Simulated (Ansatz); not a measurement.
Reaction (hydrogenolysis of a C–F bond): `F[CH2][AlH][GeH3]` + H₂ → `[CH3][AlH][GeH3]` + H–F

Isolated molecules relaxed with PBE0-D4/def2-TZVP in Ansatz; ΔE leaves out vibrations. CBS: MP2 limit from def2 TZ/QZ plus the TZ coupled-cluster correction, frozen cores. This one scheme is used for every species. DFT in def2-TZVPP. For Ge outer-core shells are correlated without core-valence functions, which leaves a few kJ/mol of doubt a bond. Scalar relativity is left out up to krypton. One conformer a species, not always the lowest.

```
            species  B2PLYP energy (Eh)
`F[CH2][AlH][GeH3]`         -2460.44693
                 H₂            -1.16991
 `[CH3][AlH][GeH3]`         -2361.23067
                H–F          -100.43758
```

Problem. Work out ΔE.

Solution. ΔE = (-2361.23067) + (-100.43758) − (-2460.44693) − (-1.16991) = -0.05141 Eh = -32.3 kcal/mol. CCSD(T)/CBS gives -34.1 kcal/mol.

Largest T1 diagnostic among the species: 0.012.

In def2-TZVPP, CCSD(T) changes the Hartree–Fock value by −1.0 kcal/mol (the triples alone add +0.4 kcal/mol) and MP2 by −2.9 kcal/mol. From PBE to PBE0 (25 % exact exchange), in def2-TZVPP and without D4, ΔE moves by −2.2 kcal/mol.
